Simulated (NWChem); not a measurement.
System: C$_{2}$H$_{5}$FSi; SMILES [SiH3]/C=C\F

Input file for NWChem:

```
start job
memory heap 200 mb stack 900 mb global 1100 mb
geometry units angstroms noautoz
  F      0.743792     1.663296     0.000000
  C     -0.544505     1.325954     0.000000
  C     -0.940837     0.056092     0.000000
  Si     0.248368    -1.392281     0.000000
  H     -1.193676     2.208502     0.000000
  H     -2.022617    -0.106376     0.000000
  H      1.122451    -1.372216     1.211586
  H     -0.545510    -2.657150     0.000000
  H      1.122451    -1.372216    -1.211586
end
basis spherical
  * library def2-svpd
end
dft
  xc xpbe96 cpbe96
  iterations 150
end
tddft
  cis
  nroots 6
  notriplet
end
task tddft energy
```

NWChem printed, in part:

```
             Northwest Computational Chemistry Package (NWChem) 7.3.0
             --------------------------------------------------------

 CS  symmetry detected

                             Geometry "geometry" -> ""
                             -------------------------

 Output coordinates in angstroms (scale by  1.889725989 to convert to a.u.)

  No.       Tag          Charge          X              Y              Z
 ---- ---------------- ---------- -------------- -------------- --------------
    1 F                    9.0000     0.74544749     1.65369816     0.00000000
    2 C                    6.0000    -0.54186710     1.31262639     0.00000000
    3 C                    6.0000    -0.93451964     0.04162185     0.00000000
    4 Si                  14.0000     0.25887517    -1.40330088     0.00000000
    5 H                    1.0000    -1.19359142     2.19329055     0.00000000
    6 H                    1.0000    -2.01582456    -0.12397853     0.00000000
    7 H                    1.0000     1.13289639    -1.38070443     1.21158600
    8 H                    1.0000    -0.53133617    -2.67046381     0.00000000
    9 H                    1.0000     1.13289639    -1.38070443    -1.21158600

 Effective nuclear repulsion energy (a.u.)     153.0052366318

      Symmetry information
      --------------------

 Group name             Cs
 Group number              2
 Group order               2
 No. of unique centers     8

  pbe96 is a nonlocal functional; adding pw91lda local functional.

                                 NWChem DFT Module
                                 -----------------

 Summary of "ao basis" -> "ao basis" (spherical)
 ------------------------------------------------------------------------------
       Tag                 Description            Shells   Functions and Types
 ---------------- ------------------------------  ------  ---------------------
 F                         def2-svpd                 9       23   4s3p2d
 C                         def2-svpd                 8       20   4s2p2d
 Si                        def2-svpd                10       24   5s3p2d
 H                         def2-svpd                 4        8   2s2p

      Symmetry analysis of basis
      --------------------------

        a'         87
        a"         40

[...]

                                NWChem TDDFT Module
                                -------------------

            General Information
            -------------------
           No. of orbitals :     254
            Alpha orbitals :     127
             Beta orbitals :     127
        Alpha frozen cores :       0
         Beta frozen cores :       0
     Alpha frozen virtuals :       0
      Beta frozen virtuals :       0
         Spin multiplicity :       1
    Number of AO functions :     127
        Use of symmetry is : off
      Symmetry adaption is : on
         Schwarz screening :  0.10D-07

              XC Information
              --------------
   PerdewBurkeErnzerhof Exchange Functional   1.00
     Perdew 1991 LDA Correlation Functional   1.00 local
    PerdewBurkeErnz. Correlation Functional   1.00 non-local

             TDDFT Information
             -----------------
          Calculation type : Tamm-Dancoff TDDFT
         Wavefunction type : Restricted singlets
          No. of electrons :      40
           Alpha electrons :      20
            Beta electrons :      20
              No. of roots :       6
          Max subspacesize :    5200
            Max iterations :     100
               Target root :       1
           Target symmetry : none
      Symmetry restriction : off
                 Algorithm : Optimal
        Davidson threshold :  0.10D-03

    6 smallest eigenvalue differences (eV)
--------------------------------------------------------
  No. Spin  Occ  Vir  Irrep   E(Occ)    E(Vir)   E(Diff)
--------------------------------------------------------
    1    1   20   21 a'       -0.244    -0.057     5.074
    2    1   20   22 a"       -0.244    -0.006     6.476
    3    1   19   21 a"       -0.303    -0.057     6.694
    4    1   18   21 a"       -0.306    -0.057     6.768
    5    1   20   23 a"       -0.244     0.009     6.886
    6    1   17   21 a'       -0.313    -0.057     6.951
--------------------------------------------------------

  Entering Davidson iterations
  Restricted singlet excited states

  Iter   NTrls   NConv    DeltaV     DeltaE      Time
  ----  ------  ------  ---------  ---------  ---------
    1      6       0     0.25E+00   0.10+100        5.0
    2     12       0     0.39E-01   0.86E-01        5.0
    3     18       0     0.20E-01   0.32E-02        5.0
    4     24       3     0.54E-02   0.50E-03        5.0
    5     27       5     0.17E-02   0.27E-04        3.7
    6     28       5     0.31E-03   0.29E-05        2.8
    7     29       6     0.71E-04   0.12E-06        2.8
  ----  ------  ------  ---------  ---------  ---------
  Convergence criterion met

  Ground state a'       -467.951385553284 a.u.

  ----------------------------------------------------------------------------
  Root   1 singlet a"             0.238793615 a.u.                6.4979 eV
  ----------------------------------------------------------------------------
     Transition Moments    X  0.00000   Y -0.00000   Z  0.14413
     Dipole Oscillator Strength                    0.0033068625
     Electric Quadrupole                           0.0000001701
     Magnetic Dipole                               0.0000010748
     Total Oscillator Strength                     0.0033081074

[...]
```

Level: PBE/def2-SVPD, TDA. Structure relaxed at the PBE0/def2-SVP level.
